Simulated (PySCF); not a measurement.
CH8O2Si3, SMILES O1[Si@H](C)[Si@H]([SiH2]1)O. Heavy atoms are numbered as in [CH3:1][Si@H:2]1[O:3][SiH2:4][Si@@H:5]1[OH:6]. Hydrogens are named by the atom that carries them.

The structure is a stationary point at B3LYP-D3(BJ)/def2-SVP. The structure was generated by enumeration; whether it is a known compound was not checked. Other conformers were not sampled.

Method: PBE/def2-TZVP in PySCF.

ESP charges are fitted to the potential on shells at 1.4 to 2.0 van der Waals radii. Atomic charges (e), one atom of each kind:

```csv
atom,ESP fit,IAO
C1 (CH3),-0.74,-0.73
Si2 (SiH),0.51,0.80
O3,-0.35,-0.86
Si4 (SiH2),0.24,0.62
Si5 (SiH),0.11,0.52
O6 (OH),-0.53,-0.76
H on C1,0.19,0.16
H on Si2,-0.12,-0.13
H on Si4,-0.06,-0.12
H on Si5,0.00,-0.10
H on O6,0.39,0.37
```

### Question
Give the Mayer and Wiberg (Löwdin basis) orders of the bonds. (Estimate from the structure and the level; the computed values follow.)

### Answer

| bond | Mayer | Wiberg |
|---|---|---|
| C1–Si2 | 0.98 | 1.24 |
| Si2–O3 | 1.09 | 1.45 |
| O3–Si4 | 1.11 | 1.50 |
| Si2–Si5 | 0.87 | 0.99 |
| Si4–Si5 | 0.89 | 1.05 |
| Si5–O6 | 1.18 | 1.70 |
